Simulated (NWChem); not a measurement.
System: AlP$_{2}$H$_{5}$; SMILES [PH2][AlH][PH2]

Input file for NWChem:

```
start job
memory heap 200 mb stack 900 mb global 1100 mb
geometry units angstroms noautosym nocenter noautoz
  Al    -0.549064    -0.017987     0.189951
  H     -1.904158    -0.085378     1.021546
  P      0.372588    -1.991535    -0.643053
  H      0.243944    -2.693058     0.595267
  H      1.731560    -1.607027    -0.430188
  P      0.257636     2.057504    -0.503230
  H      1.636531     1.737148    -0.313273
  H      0.090459     2.663988     0.779888
end
basis spherical
  * library def2-svpd
end
dft
  xc xpbe96 cpbe96
  iterations 150
end
property
  response 1 0.0
end
task dft property
```

Structure relaxed at the PBE0/def2-SVP level.

Static field.

Question: Give the results of this calculation. (PBE/def2-SVPD.) Quantities: isotropic polarisability (bohr³); anisotropy (bohr³).

Answer: 
```
Item                              Value
--------------------------------  -----
isotropic polarisability (bohr³)   93.0
anisotropy (bohr³)                 43.7
```
